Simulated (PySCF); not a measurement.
Geometry:
```csv
atom,x (Å),y (Å),z (Å)
C1,-4.082,0.552,-0.379
C2,-2.752,1.159,0.000
O3,-1.849,0.174,0.513
C4,-1.155,-0.527,-0.373
O5,-1.263,-0.463,-1.565
C6,-0.150,-1.431,0.336
F7,0.103,-2.517,-0.427
C8,1.110,-0.617,0.625
O9,1.084,0.405,1.258
O10,2.187,-1.178,0.104
C11,3.429,-0.490,0.296
C12,3.612,0.613,-0.720
H13,-4.778,1.345,-0.691
H14,-3.965,-0.150,-1.216
H15,-4.528,0.019,0.474
H16,-2.281,1.651,-0.864
H17,-2.855,1.888,0.814
H18,-0.570,-1.734,1.310
H19,4.195,-1.270,0.189
H20,3.459,-0.093,1.322
H21,2.858,1.400,-0.581
H22,3.533,0.220,-1.744
H23,4.607,1.068,-0.600
```

Geometry: PBE0-D3(BJ)/def2-SVP; GIAO shifts from PySCF 2.14.0 with density-fitted response routines, gas phase, non-relativistic, averaged over equivalent atoms.

At PBE0/pcSseg-1 (259 basis functions, 110 s wall time (3.7 min CPU) on 2 threads of an Intel Xeon, shared host):
```json
{"atoms": "C4/C8", "δ (ppm)": "170.7"}
{"atoms": "C6", "δ (ppm)": "87.7"}
{"atoms": "C2/C11", "δ (ppm)": "62.6"}
{"atoms": "C1/C12", "δ (ppm)": "15.5"}
{"atoms": "O5/O9", "δ (ppm)": "422.3"}
{"atoms": "O3/O10", "δ (ppm)": "221.3"}
{"atoms": "F7", "δ (ppm)": "-225.6"}
{"atoms": "H18", "δ (ppm)": "4.98"}
{"atoms": "H16/H20", "δ (ppm)": "4.57"}
{"atoms": "H17/H19", "δ (ppm)": "3.79"}
{"atoms": "H13/H14/H15/H21/H22/H23", "δ (ppm)": "1.29"}
```

Referencing at the same level of theory: 13C (184.41 ppm), 1H (31.27 ppm) vs TMS; 17O (334.56 ppm) vs H2O; CFCl3 for 19F (177.25 ppm).

What do these become at CAM-B3LYP/pcSseg-1?

## Answers


```tsv
atoms	δ at CAM-B3LYP/pcSseg-1	change
C4/C8	174.7	+4.0
C6	89.4	+1.7
C2/C11	63.2	+0.6
C1/C12	15.6	+0.1
O5/O9	430.3	+8.0
O3/O10	221.2	-0.1
F7	-217.7	+7.9
H18	4.95	-0.03
H16/H20	4.57	+0.00
H17/H19	3.80	+0.01
H13/H14/H15/H21/H22/H23	1.31	+0.02
```

δ = σ(ref) − σ, references computed at the same level: TMS for 13C (σref 182.45) and 1H (σref 31.33); 17O (σref 338.55) vs H2O; 19F (σref 189.10) against CFCl3.

The largest change is at O5/O9 (ester carbonyl oxygen). Cost: 259 basis functions. The order of the carbon signals is the same at both levels.

Unscaled 19F shifts against computed CFCl3 carry errors that often reach 10 to 50 ppm. Unscaled 17O shifts of doubly bonded oxygen tend to come out too high, by tens of ppm or more. Experimental scales use liquid or dissolved standards, which lie at an offset from isolated H2O (liquid H2O: subtract about 36 ppm).
